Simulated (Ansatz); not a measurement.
Consider the formal exchange of groups at the Si–S bond: `C[SiH](F)S[SiH3]` + `FC1C[SiH2]1` → `F[C@H]1C[Si@H]1[SiH3]` + `C[SiH](F)S`.

Gas-phase electronic energies from Ansatz, PBE0-D4/def2-TZVP geometries. CCSD(T)/CBS is the MP2 limit (def2-TZVPP, def2-QZVPP) plus CCSD(T) − MP2 in def2-TZVPP, frozen cores. Each species was taken in one conformer, which may not be the lowest.

| species | CCSD(T)/CBS(def2) energy (Eh) |
| --- | --- |
| `C[SiH](F)S[SiH3]` | -1118.12297 |
| `FC1C[SiH2]1` | -467.91941 |
| `F[C@H]1C[Si@H]1[SiH3]` | -758.20440 |
| `C[SiH](F)S` | -827.81979 |

**Question.** Work out ΔE.

**Answer.** ΔE = (-758.20440) + (-827.81979) − (-1118.12297) − (-467.91941) = 0.01819 Eh = +47.8 kJ/mol.

Largest T1 diagnostic among the species: 0.013.

The D4 term adds +4.0 kJ/mol with B3LYP and +2.0 kJ/mol with PBE0; it sums over pairs of atoms, weighted by their polarisabilities, and B3LYP, whose exchange is more repulsive, gets the larger term. From PBE to PBE0 (25 % exact exchange), in def2-TZVPP and without D4, ΔE moves by +5.2 kJ/mol.

B3LYP here is the variant with VWN-RPA as its local correlation; programs differ in this.
